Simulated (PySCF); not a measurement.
System: BeCl₂, singlet: symmetric bend, bond length relaxed. Scanned: Cl-Be-Cl angle. Other coordinates (Be-Cl bond length) were minimised at B3LYP/def2-TZVP.

The free coordinates were minimised at B3LYP/def2-TZVP in PySCF; the energy column is CCSD(T) on RHF/cc-pVTZ, 10 core orbitals frozen (PySCF 2.14.0), in mEh.

```tsv
a / °	Be-Cl bond length / Å	E
180	1.806	0.0
170	1.806	0.8
160	1.807	3.2
150	1.810	7.3
140	1.814	13.5
130	1.822	22.0
120	1.833	33.4
110	1.850	49.0
100	1.880	70.4
90	1.929	100.7
```

The scan ran from 180.0 to 80.0; beyond the range shown the relaxed coordinates jump or full CI changes its symmetry label.
